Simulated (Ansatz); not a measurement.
`N#[C][GaH][Cl]` + HBr → `[Cl][GaH][Br]` + `C#N` at 400 K and 1 bar (ligand exchange at a Ga–C bond).

Isolated molecules relaxed with PBE0-D4/def2-TZVP in Ansatz; ΔE leaves out vibrations. CCSD(T)/CBS adds triple-zeta CCSD(T) − MP2 to the extrapolated MP2 energy (def2 sets, frozen cores). This one scheme is used for every species. For Br, Ga outer-core shells are correlated without core-valence functions, which leaves a few kJ/mol of doubt a bond. Scalar relativity is left out up to krypton.

```json
{"species": "`N#[C][GaH][Cl]`", "CCSD(T)/CBS energy (Eh)": "-2477.10934", "H − E (kJ/mol)": "66.9", "S (J/(mol·K))": "345.5"}
{"species": "HBr", "CCSD(T)/CBS energy (Eh)": "-2573.91920", "H − E (kJ/mol)": "27.6", "S (J/(mol·K))": "207.2"}
{"species": "`[Cl][GaH][Br]`", "CCSD(T)/CBS energy (Eh)": "-4957.74201", "H − E (kJ/mol)": "45.1", "S (J/(mol·K))": "337.0"}
{"species": "`C#N`", "CCSD(T)/CBS energy (Eh)": "-93.32098", "H − E (kJ/mol)": "56.1", "S (J/(mol·K))": "211.9"}
```

H − E and S are ideal-gas, rigid-rotor, harmonic terms from PBE0-D4/def2-TZVP. 1 Eh = 2625.50 kJ/mol, R = 8.31446 J/(mol·K).

Question: By hand: ΔE, ΔH, ΔS and ΔG.

Answer: ΔE = (-4957.74201) + (-93.32098) − (-2477.10934) − (-2573.91920) = -0.03445 Eh = -90.4 kJ/mol. Δ(H − E) = 45.1 + 56.1 − 66.9 − 27.6 = 6.7, so ΔH = -83.7 kJ/mol. ΔS = 337.0 + 211.9 − 345.5 − 207.2 = -3.8 J/(mol·K). ΔG = -83.7 − 400 × (-3.8)/1000 = -82.2 kJ/mol.

Question: By hand: the equilibrium constant, and the temperature at which ΔG would vanish if ΔH and ΔS stayed fixed.

Answer: log₁₀ K = −ΔG/(RT ln 10) = 10.7. ΔG = 0 at ΔH/ΔS = 22026 K, far beyond where these terms or the molecules hold.

The number of gas molecules stays the same, so ΔS is small and ΔH decides. A doubt of 5 kJ/mol in ΔE shifts log₁₀ K by 0.7 here. These are equilibria of isolated gas molecules and say nothing of rates. Largest T1 diagnostic: 0.014 (customary marks: 0.02 for closed shells, 0.045 for open ones).
